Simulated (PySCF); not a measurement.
**Diphenylphosphane (C12H11P): Computed beside measured shifts**

System: Diphenylphosphane (C12H11P), SMILES c1ccc(Pc2ccccc2)cc1.

Atom-mapped SMILES (hydrogens are numbered by the atom that bears them): [cH:1]1[cH:2][cH:3][c:4]([PH:5][c:6]2[cH:7][cH:8][cH:9][cH:10][cH:11]2)[cH:12][cH:13]1

Level of theory: GIAO PBE0/pcSseg-2, gas phase, PySCF SCF with an in-house response code, fitting set def2-universal-JFIT up to Ne and JKFIT beyond, grid level 2, non-relativistic, geometry: PBE0-D3(BJ)/def2-SVP.

One optimised conformer. Values are averaged over the atoms that symmetry or fast rotation interchanges, on this one geometry and without vibrational averaging. Shifts are the reference shielding less the shielding here, at the same level (13C, 1H against isolated TMS; 31P against isolated H3PO4); nuclei without a reference have shieldings only.

(1) What shifts does this level give for P5, P5, P5, and how do they compare with measurement?

Answers

(1) 
| atom | nucleus | computed / ppm | measured / ppm | computed less measured | measured against | medium of the measurement |
| --- | --- | --- | --- | --- | --- | --- |
| P5 | 31P | -52.8 | -40.4 | -12.4 | 85 % H3PO4 | CDCl3 |
| P5 | 31P | -52.8 | -41 | -11.8 | 85 % H3PO4 | not stated |
| P5 | 31P | -52.8 | -40.4 | -12.4 | 85 % H3PO4 | benzene |

Computed 19F and 31P shifts carry an offset from the reference molecule (CFCl3 is hard for DFT, lone H3PO4 or PH3 isn't the 85 % acid), so differences between compounds are more accurate than the values.

Measured values: DTIC report ADA326479; E. Pretsch, P. Bühlmann, M. Badertscher, Structure Determination of Organic Compounds, 4th ed., Springer 2009; supporting information or article, doi 10.1039/d5sc09520d.
